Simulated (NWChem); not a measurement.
The numbers come from NWChem runs, not from measurements. System: Cl3GeI, charge 0, spin multiplicity 1, at a geometry optimised with PBE0/def2-SVP with def2 effective core potentials on I. The structure started from a generated list of species. Level: RHF/def2-SVP with def2 effective core potentials on I.

Input file:

```
start mol
memory heap 200 mb stack 800 mb global 1000 mb
geometry units angstroms nocenter noautoz
  Cl     1.317641    -1.152097    -1.731804
  Ge     0.682727    -0.075709     0.000000
  Cl     1.648253     1.829193     0.000000
  Cl     1.317641    -1.152097     1.731804
  I     -1.786176     0.198070     0.000000
  symmetry group Cs
end
basis spherical
  * library def2-svp
end
ecp
  I library def2-ecp
end
scf
  rhf
  nopen 0
  maxiter 100
  thresh 1e-7
  semidirect memsize 60000000 filesize 0
end
task scf energy
```

Output (cleaned and shortened):

```
             Northwest Computational Chemistry Package (NWChem) 7.3.0
             --------------------------------------------------------

                                NWChem Input Module
                                -------------------

 Scaling coordinates for geometry "geometry" by  1.889725989
 (inverse scale =  0.529177249)

 Turning off AUTOSYM since
 SYMMETRY directive was detected!

                             Geometry "geometry" -> ""
                             -------------------------

 Output coordinates in angstroms (scale by  1.889725989 to convert to a.u.)

  No.       Tag          Charge          X              Y              Z
 ---- ---------------- ---------- -------------- -------------- --------------
    1 Cl                  17.0000     1.31764100    -1.15209700    -1.73180400
    2 Ge                  32.0000     0.68272700    -0.07570900     0.00000000
    3 Cl                  17.0000     1.64825300     1.82919300     0.00000000
    4 Cl                  17.0000     1.31764100    -1.15209700     1.73180400
    5 I                   53.0000    -1.78617600     0.19807000     0.00000000

 Effective nuclear repulsion energy (a.u.)    1274.3563024514

            Nuclear Dipole moment (a.u.)
            ----------------------------
        X                 Y               Z
 ---------------- ---------------- ----------------
     0.0000585815     0.0000094486     0.0000000000

      Symmetry information
      --------------------

 Group name             Cs
 Group number              2
 Group order               2
 No. of unique centers     4

      Symmetry unique atoms

     1    2    3    5


 Summary of "ao basis" -> "" (spherical)
 ------------------------------------------------------------------------------
       Tag                 Description            Shells   Functions and Types
 ---------------- ------------------------------  ------  ---------------------
 *                          def2-svp                  on all atoms

 Summary of "ao basis" -> "ao basis" (spherical)
 ------------------------------------------------------------------------------
       Tag                 Description            Shells   Functions and Types
 ---------------- ------------------------------  ------  ---------------------
 Cl                         def2-svp                 8       18   4s3p1d
 Ge                         def2-svp                12       32   5s4p3d
 I                          def2-svp                10       26   4s4p2d

                                 NWChem SCF Module
                                 -----------------

  ao basis        = "ao basis"
  functions       =   112
  atoms           =     5
  closed shells   =    54
  open shells     =     0
  charge          =   0.00
  wavefunction    = RHF
  use symmetry    = T
  symmetry adapt  = T

 Summary of "ao basis" -> "ao basis" (spherical)
 ------------------------------------------------------------------------------
       Tag                 Description            Shells   Functions and Types
 ---------------- ------------------------------  ------  ---------------------
 Cl                         def2-svp                 8       18   4s3p1d
 Ge                         def2-svp                12       32   5s4p3d
 I                          def2-svp                10       26   4s4p2d

      Symmetry analysis of basis
      --------------------------

        a'         71
        a"         41

 Forming initial guess at       0.1s
[...]
             Final eigenvalues
             -----------------

              1
    1 -405.3358
    2 -104.8201
    3 -104.8201
    4 -104.8201
    5  -52.2600
    6  -46.3613
    7  -46.3613
    8  -46.3613
    9  -10.5832
   10  -10.5832
   11  -10.5832
   12   -8.0578
   13   -8.0578
   14   -8.0578
   15   -8.0548
   16   -8.0548
   17   -8.0548
   18   -8.0548
   19   -8.0548
   20   -8.0548
   21   -7.7662
   22   -7.3204
   23   -5.6219
   24   -5.6108
   25   -5.6108
   26   -5.2986
   27   -5.2986
   28   -5.2983
   29   -2.3171
   30   -2.3123
   31   -2.3123
   32   -2.3010
   33   -2.3010
   34   -1.7746
   35   -1.7746
   36   -1.7726
   37   -1.7702
   38   -1.7702
   39   -1.1439
   40   -1.1028
   41   -1.1028
   42   -0.9323
   43   -0.7105
   44   -0.5703
   45   -0.5703
   46   -0.5494
   47   -0.5020
   48   -0.5020
   49   -0.4817
   50   -0.4817
   51   -0.4724
   52   -0.4545
   53   -0.4049
   54   -0.4049
   55    0.0388
   56    0.1403
   57    0.1403
   58    0.1509
   59    0.2510
   60    0.3804
   61    0.4164
   62    0.4164
   63    0.4389
   64    0.4389

                       ROHF Final Molecular Orbital Analysis
                       -------------------------------------

 Vector   52  Occ=2.000000D+00  E=-4.544724D-01  Symmetry=a'
              MO Center= -8.3D-02,  9.2D-03, -1.0D-14, r^2= 5.9D+00
   Bfn.  Coefficient  Atom+Function         Bfn.  Coefficient  Atom+Function
  ----- ------------  ---------------      ----- ------------  ---------------
    97      0.406305  5 I  px               100      0.304480  5 I  px
    61      0.274642  3 Cl px                11      0.267105  1 Cl px
    79      0.267105  4 Cl px                30     -0.198307  2 Ge px
    58      0.194098  3 Cl px                 8      0.189315  1 Cl px
    76      0.189315  4 Cl px                94     -0.163764  5 I  px

 Vector   53  Occ=2.000000D+00  E=-4.049411D-01  Symmetry=a'
              MO Center= -1.6D+00,  2.2D-01,  9.3D-11, r^2= 2.7D+00
   Bfn.  Coefficient  Atom+Function         Bfn.  Coefficient  Atom+Function
  ----- ------------  ---------------      ----- ------------  ---------------
    98      0.592483  5 I  py               101      0.527204  5 I  py
    95     -0.238799  5 I  py                92     -0.195049  5 I  py

 Vector   54  Occ=2.000000D+00  E=-4.049411D-01  Symmetry=a"
              MO Center= -1.6D+00,  1.3D-01, -8.3D-11, r^2= 2.7D+00
   Bfn.  Coefficient  Atom+Function         Bfn.  Coefficient  Atom+Function
  ----- ------------  ---------------      ----- ------------  ---------------
    99      0.596115  5 I  pz               102      0.530435  5 I  pz
    96     -0.240263  5 I  pz                93     -0.196244  5 I  pz

 Vector   55  Occ=0.000000D+00  E= 3.879966D-02  Symmetry=a'
              MO Center= -2.0D-01,  2.2D-02, -1.3D-13, r^2= 5.3D+00
   Bfn.  Coefficient  Atom+Function         Bfn.  Coefficient  Atom+Function
  ----- ------------  ---------------      ----- ------------  ---------------
    22      0.878932  2 Ge s                100     -0.712422  5 I  px
    23      0.634639  2 Ge s                 21     -0.433268  2 Ge s
    90     -0.388596  5 I  s                 33     -0.337919  2 Ge px
    97     -0.271733  5 I  px                62      0.263358  3 Cl py
    13     -0.246208  1 Cl pz                81      0.246208  4 Cl pz

 Vector   56  Occ=0.000000D+00  E= 1.403195D-01  Symmetry=a'
              MO Center=  3.2D-01, -2.1D-01,  7.9D-10, r^2= 4.4D+00
   Bfn.  Coefficient  Atom+Function         Bfn.  Coefficient  Atom+Function
  ----- ------------  ---------------      ----- ------------  ---------------
    34      1.218225  2 Ge py                54     -0.565638  3 Cl s
    31      0.358043  2 Ge py                62      0.358118  3 Cl py
   101     -0.313432  5 I  py                61      0.307114  3 Cl px
    13      0.298292  1 Cl pz                81     -0.298292  4 Cl pz
     4      0.282827  1 Cl s                 72      0.282827  4 Cl s

 Vector   57  Occ=0.000000D+00  E= 1.403207D-01  Symmetry=a"
              MO Center=  3.6D-01,  1.3D-01, -8.0D-10, r^2= 4.4D+00
   Bfn.  Coefficient  Atom+Function         Bfn.  Coefficient  Atom+Function
  ----- ------------  ---------------      ----- ------------  ---------------
    35      1.225700  2 Ge pz                 4      0.489869  1 Cl s
    72     -0.489869  4 Cl s                 32      0.360235  2 Ge pz
    12      0.321837  1 Cl py                80     -0.321837  4 Cl py
   102     -0.315355  5 I  pz                63     -0.299066  3 Cl pz
    13      0.217581  1 Cl pz                81      0.217581  4 Cl pz

 center of mass
 --------------
 x =  -0.16322724 y =   0.01810041 z =   0.00000000

 moments of inertia (a.u.)
 ------------------
        1517.565361421001         175.705682007365           0.000000000000
         175.705682007365        3082.614719889862           0.000000000000
           0.000000000000           0.000000000000        3102.094962947266

  Mulliken analysis of the total density
  --------------------------------------

    Atom       Charge   Shell Charges
 -----------   ------   -------------------------------------------------------
    1 Cl  17    17.28   2.00  1.99  1.21  0.76  5.94  2.08  3.28  0.02
    2 Ge  32    31.00   2.00  2.00  1.99  1.07 -0.11  6.00  5.98  1.14  0.53  8.18  1.79  0.43
    3 Cl  17    17.28   2.00  1.99  1.21  0.76  5.94  2.08  3.28  0.02
    4 Cl  17    17.28   2.00  1.99  1.21  0.76  5.94  2.08  3.28  0.02
    5 I   25    25.15   1.83  0.22  1.22  0.70  2.93  3.12  2.59  2.50  9.82  0.21

       Multipole analysis of the density wrt the origin
       ------------------------------------------------

     L   x y z        total         open         nuclear
     -   - - -        -----         ----         -------
     0   0 0 0      0.000000      0.000000    108.000000

     1   1 0 0     -0.386018      0.000000     94.510788
     1   0 1 0      0.042795      0.000000    -10.480335
     1   0 0 1     -0.000000      0.000000      0.000000

     2   2 0 0    -60.316056      0.000000    713.823349
     2   1 1 0     -0.233178      0.000000    -38.774264
     2   1 0 1     -0.000000      0.000000      0.000000
     2   0 2 0    -62.392656      0.000000    368.442585
     2   0 1 1     -0.000000      0.000000      0.000000
     2   0 0 2    -62.418489      0.000000    364.144760

 Task  times  cpu:        4.3s     wall:        4.3s

 Total times  cpu:        4.3s     wall:        4.3s
```
